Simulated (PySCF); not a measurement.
**Finite-field polarisability of Be (beryllium, neutral)**

[He] 2s2, closed-shell 1S. Computed with PySCF 2.14 in aug-cc-pVTZ-DK (5s4p3d2f, 46 functions), with the spin-free X2C one-electron Hamiltonian (Gaussian nucleus). Frozen: 1s2. Energy changes in a uniform field (μhartree):

| axis | F (au) | HF | MP2 | CCSD | CCSD(T) |
| --- | --- | --- | --- | --- | --- |
| x | 0.0021 | -100.164 | -93.802 | -83.689 | -83.689 |
| x | 0.0042 | -400.922 | -375.469 | -335.014 | -335.014 |

Question: Derive α along x at CCSD(T) from the two fields.

Answer: With ΔE = −αF²/2 − γF⁴/24, α = −(16 ΔE(F) − ΔE(2F))/(6F²) = 37.94 bohr³.

Question: And the mean polarisability at each level?

Answer: HF 45.42, MP2 42.53, CCSD 37.94, CCSD(T) 37.94 bohr³. Reference: 37.74 ± 0.03 bohr³ (recommended; Schwerdtfeger and Nagle, table of static dipole polarizabilities (2023 update)).
